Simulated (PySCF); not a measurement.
Job for PySCF: R-B3LYP/6-311+G** on BFH2S2 (SMILES FB(S)S), a point of a torsion scan.

```python
from pyscf import gto, scf, dft, mp
from pyscf.data.elements import chemcore

mol = gto.M(
    atom='''
    F    -0.85677096   -1.84064596    0.22298226
    B    -0.32267126   -0.65321485   -0.01421415
    S     1.43799875   -0.56435384   -0.40580463
    S    -1.38383181    0.79326025    0.06786898
    H     1.66944507   -1.86728050   -0.32251499
    H    -0.45384765    1.69450886   -0.22591998
    ''',
    basis='6-311+g**',
    charge=0, spin=0, verbose=3, max_memory=1800)
mf = dft.RKS(mol, xc='b3lyp')
mf.conv_tol = 1e-8
mf.max_cycle = 100
mf.kernel()
if not mf.converged:
    mf = mf.newton().run(mf.mo_coeff, mf.mo_occ)
```

The log:

```
converged SCF energy = -922.488934049693
```

Self-consistency was reached.

Cost: very roughly 9 core-seconds.
